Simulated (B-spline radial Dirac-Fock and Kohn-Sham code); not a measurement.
**Elastic scattering of 1.83 keV electrons by the free selenium atom**

The computed values come from a B-spline atomic structure program: relativistic (Dirac) partial waves in the static field of the Dirac-Fock atom with Furness-McCarthy exchange, without polarisation or absorption potentials.

Input of the calculation (task.json; shells as n, l, electrons):

```json
{"items": [{
  "Z": 34,
  "q": 0,
  "cfg": [[1, 0, 2], [2, 0, 2], [2, 1, 6], [3, 0, 2], [3, 1, 6], [3, 2, 10], [4, 0, 2], [4, 1, 4]],
  "A": 80,
  "rrms": 4.14,
  "do": "elastic",
  "energies": [[1830.0, 0]],
  "theta": [0, 10, 20, 30, 40, 50, 60, 70, 80, 90, 100, 110, 120, 130, 140, 150, 160, 170, 180]
}]}
```

Command: `python xray2_run.py task.json out`

| θ (°) | dσ/dΩ (Å²/sr) | Sherman function |
| --- | --- | --- |
| 0 | 28.4 | 0.000 |
| 10 | 2.44 | 0.000 |
| 20 | 0.347 | -0.001 |
| 30 | 0.105 | -0.003 |
| 40 | 0.0512 | -0.001 |
| 50 | 0.0306 | 0.008 |
| 60 | 0.0200 | 0.018 |
| 70 | 0.0140 | 0.023 |
| 80 | 0.0105 | 0.018 |
| 90 | 0.00860 | 0.000 |
| 100 | 0.00786 | -0.023 |
| 110 | 0.00804 | -0.040 |
| 120 | 0.00895 | -0.045 |
| 130 | 0.0104 | -0.041 |
| 140 | 0.0120 | -0.033 |
| 150 | 0.0137 | -0.024 |
| 160 | 0.0151 | -0.016 |
| 170 | 0.0160 | -0.008 |
| 180 | 0.0164 | 0.000 |

The total elastic cross section is 1.35 Å², the first transport cross section 0.173 Å² and the second, weighted with (3/2) sin²θ, 0.232 Å². The mean deflection is ⟨1 − cos θ⟩ = 0.128, and 4.7 % of the collisions scatter beyond 90°.

On this grid of angles the cross section has a minimum near 100°, from interference among the few low partial waves with large phase shifts.

Phase shifts modulo π (rad) for κ = −1 to −5: -0.951, 0.677, -0.525, -1.338, 1.285.
